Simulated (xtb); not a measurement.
F2Sr, triplet, geometry from GFN2-xTB (such geometries of metal compounds can be far from the true shape) (a higher spin typed on purpose: for a closed-shell molecule this is an excited state). Base run: GFN2-xTB in xtb.

Here is a job for xtb.
```
$ xtb mol.xyz --gfn 2 --uhf 2 --json

# file mol.xyz
3

Sr    -0.01928479    -0.00443925    -0.00172854
F     -0.19487950     1.54858338    -1.32094324
F      0.27630419    -1.52983987     1.32824151
```

The base run was repeated with changes; each row names its change, and settings that it needs were set with it.

```
change         ΔE vs base (mEh)  dipole (D)  SCF cycles
-------------  ----------------  ----------  ----------
base                      0.000        0.02          24
etemp = 10000           -88.077        0.04          22
etemp = 1000             -5.294        0.02          19
```
